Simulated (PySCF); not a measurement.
## Continuum solvent and chemical shifts

Molfile (atoms numbered from 1):
```
C5H9N3OSi
     RDKit          3D

 19 19  0  0  0  0  0  0  0  0999 V2000
   -2.2877   -1.1104    1.6164 C   0  0  0  0  0  0  0  0  0  0  0  0
   -1.7084   -0.7573    0.2780 C   0  0  0  0  0  0  0  0  0  0  0  0
   -2.2959   -0.9365   -0.7697 O   0  0  0  0  0  0  0  0  0  0  0  0
   -0.3596   -0.1623    0.2434 C   0  0  0  0  0  0  0  0  0  0  0  0
    0.3865    0.0920    1.3191 N   0  0  0  0  0  0  0  0  0  0  0  0
    1.4753    0.6220    0.8229 N   0  0  0  0  0  0  0  0  0  0  0  0
    2.5920    1.0023    1.6514 C   0  0  0  0  0  0  0  0  0  0  0  0
    1.5175    0.7349   -0.4920 N   0  0  0  0  0  0  0  0  0  0  0  0
    0.3510    0.2420   -0.9129 C   0  0  0  0  0  0  0  0  0  0  0  0
   -0.1789    0.1485   -2.7148 Si  0  0  0  0  0  4  0  0  0  0  0  0
   -2.3531   -0.2105    2.2470 H   0  0  0  0  0  0  0  0  0  0  0  0
   -1.6232   -1.8122    2.1429 H   0  0  0  0  0  0  0  0  0  0  0  0
   -3.2815   -1.5531    1.4810 H   0  0  0  0  0  0  0  0  0  0  0  0
    2.2130    1.2513    2.6488 H   0  0  0  0  0  0  0  0  0  0  0  0
    3.3137    0.1754    1.7270 H   0  0  0  0  0  0  0  0  0  0  0  0
    3.0815    1.8712    1.1968 H   0  0  0  0  0  0  0  0  0  0  0  0
    0.9427    0.7093   -3.5263 H   0  0  0  0  0  0  0  0  0  0  0  0
   -0.4137   -1.2666   -3.1150 H   0  0  0  0  0  0  0  0  0  0  0  0
   -1.4028    0.9669   -2.9394 H   0  0  0  0  0  0  0  0  0  0  0  0
  1  2  1  0
  2  3  2  0
  2  4  1  0
  4  5  2  0
  5  6  1  0
  6  7  1  0
  6  8  1  0
  8  9  2  0
  9 10  1  0
  9  4  1  0
  1 11  1  0
  1 12  1  0
  1 13  1  0
  7 14  1  0
  7 15  1  0
  7 16  1  0
 10 17  1  0
 10 18  1  0
 10 19  1  0
M  END
```

GIAO PBE0/pcSseg-1 in PySCF 2.14 on one PBE0-D3(BJ)/def2-SVP conformer, non-relativistic, equivalent nuclei averaged. Solvents enter as an IEF-PCM continuum (tetrahydrofuran with ε = 7.4, dichloromethane with ε = 8.9) around the gas-phase geometry. Shifts are referred to TMS computed in the same medium.

Gas phase, δ in ppm: C2 197.0, C4 156.9, C9 147.3, C7 41.5, C1 28.5, Si10 -77.9, H17/H18/H19 4.56, H14/H15/H16 4.09, H11/H12/H13 2.61. Dipole moment 4.03 D.

(1) How does each δ change in the continuum?

(2) Which of the listed nuclei move most (in ppm), and what does the model miss? (N and O are left out, as their reference compounds move with the solvent too.)

## Answers

(1) 
| atoms | environment | Δδ, tetrahydrofuran | Δδ, dichloromethane |
| --- | --- | --- | --- |
| C2 | ketone carbonyl carbon | +4.3 | +4.5 |
| C4 | substituted aromatic carbon next to a ring nitrogen | +1.0 | +1.0 |
| C9 | substituted aromatic carbon next to a ring nitrogen | -0.2 | -0.2 |
| C7 | methyl carbon bonded to N | +1.4 | +1.4 |
| C1 | methyl carbon α to a carbonyl | +1.4 | +1.4 |
| Si10 | silicon bonded to C, 3 H | -0.1 | -0.1 |
| H17/H18/H19 | hydrogen on a silicon bonded to C | -0.06 | -0.07 |
| H14/H15/H16 | hydrogen on a methyl carbon bonded to N | +0.18 | +0.18 |
| H11/H12/H13 | hydrogen on a methyl carbon α to a carbonyl | +0.15 | +0.16 |

Changes are relative to the gas phase. The dipole moment becomes 4.98 D in tetrahydrofuran, 5.02 D in dichloromethane.

(2) C2 (ketone carbonyl carbon, +4.5 ppm) in dichloromethane. A continuum only polarises the solute; specific hydrogen bonds, the anisotropy of aromatic solvents and changes of geometry or conformer are outside it.
